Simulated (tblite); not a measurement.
Compound: C4H11F2NSi.
Z-matrix (Å and degrees, GFN2-xTB geometry), rows numbered from 1:
```
C 
C   1  1.5248
C   2  1.5281  1  111.17
N   3  1.4526  2  107.29  1   179.07
C   2  1.5249  1  112.26  3   121.09
Si  5  1.8963  2  113.83  1  -169.54
F   6  1.6124  5  114.40  2   -56.38
F   6  1.6287  5  101.03  2  -158.58
H   1  1.0883  2  110.41  3   -59.51
H   1  1.0872  2  110.34  3  -179.29
H   1  1.0886  2  110.80  3    60.63
H   2  1.0956  1  108.84  3  -118.73
H   3  1.0926  2  109.16  1    62.12
H   3  1.0982  2  110.94  1   -57.33
H   4  1.0137  3  110.76  2    72.52
H   4  1.0129  3  112.48  2  -165.83
H   5  1.0908  2  108.90  1   -47.94
H   5  1.0901  2  109.47  1    67.93
H   6  1.4456  5  124.69  2    91.96
```

Level: GFN2-xTB in tblite, geometry and Hessian alike; calculated harmonic values, unscaled, isolated species. Errors from tens to a few hundred cm⁻¹ against measured bands are possible. Modes of hydrogen on silicon can be 10 to 20 % off. One conformer, not necessarily the lowest.

Harmonic wavenumbers (cm⁻¹): 61.8, 111.1, 156.0, 188.7, 190.7, 218.2, 236.1, 280.9, 319.6, 348.4, 429.0, 474.3, 515.6, 568.2, 724.3, 758.3, 785.4, 842.1, 854.9, 881.7, 920.1, 979.0, 1011.7, 1021.2, 1070.2, 1104.3, 1122.4, 1176.1, 1228.2, 1255.1, 1265.1, 1310.6, 1341.1, 1361.8, 1415.1, 1477.7, 1484.3, 1501.4, 1502.4, 1528.7, 2399.5, 2891.4, 2930.7, 2975.5, 2984.4, 3002.1, 3021.2, 3028.3, 3043.0, 3410.7, 3430.9.

A = 2723, B = 1123, C = 915.0 MHz; mass 139.063 u (most abundant isotopes); point group C1, symmetry number 1.

What is the zero-point energy?

½Σν̃ = 33570 cm⁻¹ = 95.98 kcal/mol.

Give the ideal-gas entropy at 500 K and 1 bar in the rigid-rotor, harmonic-oscillator model (classical rotation).

Translation 43.30, rotation 30.67, vibration 47.90: S = 121.9 cal/(mol K).

And Cp and H(500 K) − H(0)?

Cp = 57.08 cal/(mol K), of which vibrations give 49.13 (their classical limit is 51 R = 101.3); H(500 K) − H(0) = 16.73 kcal/mol without the zero-point energy, 12.75 from vibrations.

Which modes carry the vibrational entropy at 500 K?

61.8 cm⁻¹: 5.42; 111.1 cm⁻¹: 4.26; 156.0 cm⁻¹: 3.60; 188.7 cm⁻¹: 3.22; 190.7 cm⁻¹: 3.20; 218.2 cm⁻¹: 2.94 cal/(mol K); the other 45 give 25.25 together.

What must be added to the electronic energy to get the Gibbs energy at 500 K and 1 bar?

ZPE + [H(500 K) − H(0)] − T·S = 95.98 + 16.73 − 60.93 = 51.78 kcal/mol.

Blend soft modes into free rotors: weight 1/[1 + (100 cm⁻¹/ν̃)⁴] for the oscillator and the rest for a rotor with moment μB/(μ + B), μ = h/(8π²ν), B = 10⁻⁴⁴ kg m². What vibrational entropy results?

45.94 cal/(mol K) in place of 47.90, which changes −T·S at 500 K by +0.98 kcal/mol.

Hindered rotation and anharmonicity are outside this model. Other conformers, if any are populated, would add a mixing term that is left out. The structure is chiral; the term R ln 2 for an equal mix with its mirror image is left out.

Time: 0.69 s of wall time. Hardware: an Arm Neoverse V1 with one thread, no GPU, on a shared host. This covers the Hessian and the dipole derivatives.
